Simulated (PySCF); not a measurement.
Method: B3LYP-D3(BJ)/def2-TZVP run with PySCF. All species are isolated molecules in the gas phase. B3LYP has the VWN-RPA correlation part, as in Gaussian. Delta-SCF ions had no search for a lower state. 

Reference species (SMILES): `C#CNC#C` (neutral, multiplicity 1).

| Item | Value |
|---|---|
| dipole moment | 1.17 D |
| vertical ionisation energy (Delta-SCF) | 8.50 eV |
| HOMO | -6.25 eV |
| HOMO–LUMO gap | 6.27 eV |

Changed species: `N#CC1=CC1`.

**Question.** What does the change do to the dipole moment, vertical ionisation energy (Delta-SCF), HOMO and HOMO–LUMO gap?

**Answer.** the dipole moment goes up by 2.85 D, to 4.02 D; the vertical ionisation energy (Delta-SCF) rises by 1.71 eV, to 10.21 eV; the HOMO drops by 1.56 eV, to -7.81 eV; the HOMO–LUMO gap decreases by 0.52 eV, to 5.75 eV.
